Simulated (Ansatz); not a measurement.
Isomers of BFGeH4O, relaxed with PBE0-D4/def2-TZVP in Ansatz; electronic energies, one conformer each and not always the lowest. Functionals use def2-TZVPP; CBS adds triple-zeta CCSD(T) − MP2 to the MP2 limit of def2-TZVPP and def2-QZVPP.

Outer-core shells of Ge are correlated without core-valence functions. Scalar relativity is left out up to krypton. Spin–orbit coupling is left out.

(1) Order them by energy at frozen-core CCSD(T)/CBS, lowest first. (Best estimate.)
A. `O[B](F)[GeH3]`
B. `B[O][GeH2][F]`
C. `FB[O][GeH3]`

(2) How do B2PLYP, PBE0-D4, ωB97M-V, HF/CBS(def2) place them (kJ/mol, against `FB[O][GeH3]`)? (An estimate is asked.)

## Answers

(1) C (0.0 kJ/mol), A (37.9 kJ/mol), B (87.2 kJ/mol).

(2) Computed: 
```
         isomer  B2PLYP  PBE0-D4  ωB97M-V  HF/CBS(def2)
`B[O][GeH2][F]`    87.1     92.2     89.2          85.2
`O[B](F)[GeH3]`    45.3     29.0     39.2          67.1
```
